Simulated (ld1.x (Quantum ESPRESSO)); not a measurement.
# How hard is this antimony (Sb) TM potential?

* Element: Sb (Z = 51)
* Generator: ld1.x (Quantum ESPRESSO) 7.5
* Type: norm-conserving Troullier–Martins (Kleinman–Bylander form)
* Functional: LDA (PZ)
* Relativity: scalar-relativistic
* Frozen core: [Ar] 3d10
* Valence charge: 23
* Reference configuration: 4s2 4p6 4d10 5s2 5p3
* Partial waves: 4p (bound): rc 1.50 bohr; 4d (bound): rc 1.50 bohr; 4s (bound): rc 1.25 bohr
* Local potential: the s channel
* Core correction: none

Occupied shells without a wave of their own: 5p, 5s. They enter only through the test configuration that unscreens the potential.

The pseudo-atom Hamiltonian at the reference potential is diagonalised in spherical Bessel functions j_l(qr) that vanish at 20 bohr, with q² up to the cutoff. All-electron valence levels (Ry): 4p -7.4675, 5p -0.3674, 4d -2.4660, 4s -10.9139, 5s -0.9620.

**Question.** How do the lowest levels (Ry) of each channel move with the cutoff, and are there ghosts?

**Answer.**

```csv
cutoff (Ry),p #1,p #2,d #1,d #2,s #1,s #2,s #3,f #1,Σ f·Δε (mRy)
8,-3.6357,-0.0923,-0.1118,0.0678,-9.8182,-0.7135,-0.0157,0.1109,50817.3
21,-6.8099,-0.2869,-1.1946,0.0574,-10.6668,-1.1733,-0.0549,0.1109,17743.9
45,-7.4622,-0.4293,-2.2452,0.0539,-10.8633,-1.2087,-0.0591,0.1109,2432.7
70,-7.4667,-0.4454,-2.4531,0.0530,-10.9025,-1.2241,-0.0604,0.1109,168.9
120,-7.4675,-0.4471,-2.4658,0.0529,-10.9130,-1.2261,-0.0607,0.1109,7.0
230,-7.4675,-0.4474,-2.4661,0.0529,-10.9139,-1.2269,-0.0607,0.1109,0.0
400,-7.4675,-0.4474,-2.4661,0.0529,-10.9139,-1.2270,-0.0607,0.1109,0.0
```

Result: no extra level below or beside the all-electron valence levels (p, d, s, f tested); 10 mRy is reached at 120 Ry and 1 mRy at 180 Ry.

The potential misses its own reference levels by up to 3.6 eV, so it is not fit for use. Its largest configuration-test error is -14071 meV.
